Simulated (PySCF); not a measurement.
## Relaxation of singlet YSI

Computed with PBE0 in PySCF with Y def2-TZVP with ECP28, S def2-TZVP, I def2-TZVP with ECP28; scalar-relativistic core potentials, no spin–orbit coupling; density-fitted integrals. A (50,194) grid was used.

A hand-made bent start, of Cs symmetry, held to at least that symmetry:

Coordinates in bohr (charge 0 multiplicity 1):
```
Y    -1.8993    0.0000   -1.9565
S    -5.3668    0.0000    0.4714
I     2.6827    0.0000    1.2519
```

Optimiser trace:
```tsv
step	E − E(last) (kJ/mol)	largest gradient (Eh/bohr)
0	10.04	0.02474
1	3.79	0.01172
2	0.66	0.00649
3	0.36	0.00164
4	0.20	0.00070
5	0.02	0.00103
6	0.00	0.00029
7	0.00	0.00005
```

It ends at Cs with Y–I 2.840 Å, Y–S 2.280 Å; I–Y–S 120.9° (after a last refinement on a finer grid). A frequency run shows a minimum. Other isomers or separated fragments may lie lower.

Stability towards spin polarisation was not tested.

The relaxation took of the order of 2.3 core-minutes on a shared host.
